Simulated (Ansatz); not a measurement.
Total energies of `c1ccc(-c2ccc(-c3ccc(-c4ccc(-c5ccc(-c6ccccc6)cc5)cc4)cc3)cc2)cc1` from Ansatz at PBE-D4/def2-SVP, gas phase (1 Eh = 27.2114 eV = 2625.5 kJ/mol). The reference geometry is relaxed at PBE-D4/def2-SVP.

| state | geometry | energy (Eh) |
| --- | --- | --- |
| charge 0 singlet | reference | -1384.86481 |
| charge 1 doublet | reference | -1384.62561 |
| charge -1 doublet | reference | -1384.90553 |
| free C atom (triplet) | – | -37.75124 |
| free H atom (doublet) | – | -0.49863 |

Single mean-field runs in def2-SVP are fitted with def2-universal-jkfit.

(1) Work out the vertical ionisation energy to the doublet.

(2) Work out the vertical electron affinity, to the doublet.

(3) Give the fundamental gap IE − EA, the Mulliken electronegativity (IE + EA)/2 and the hardness (IE − EA)/2.

(4) What is the binding energy per atom against free atoms?

(1) E(charge 1 doublet) − E(charge 0 singlet) = -1384.62561 − (-1384.86481) = 0.23920 Eh = 6.51 eV. For comparison, −ε of the highest occupied level is 5.11 eV at this level, 1.40 eV less.

(2) E(charge 0 singlet) − E(charge -1 doublet) = -1384.86481 − (-1384.90553) = 0.04072 Eh = 1.11 eV. The basis lacks diffuse functions, which makes affinities too small.

(3) From the values in Eh: IE − EA = 0.23920 − 0.04072 = 0.19848 Eh = 5.40 eV; (IE + EA)/2 = 3.81 eV; (IE − EA)/2 = 2.70 eV. The HOMO–LUMO gap of the same run is 2.73 eV, 2.67 eV smaller than the fundamental gap.

(4) Atoms: 36 × (-37.75124) + 26 × (-0.49863) = -1372.00902 Eh. Binding: -1372.00902 − (-1384.86481) = 12.85579 Eh = 349.82 eV, or 5.64 eV for each of 62 atoms (no zero-point energy, no counterpoise term).

At PBE-D4/def2-SVP the highest occupied level of the charge -1 doublet lies above zero (up to 0.24 eV). By energy differences its removal costs 1.11 eV (vertical, to the charge 0 singlet, at PBE-D4/def2-SVP); self-interaction error and the lack of diffuse functions both raise the level.
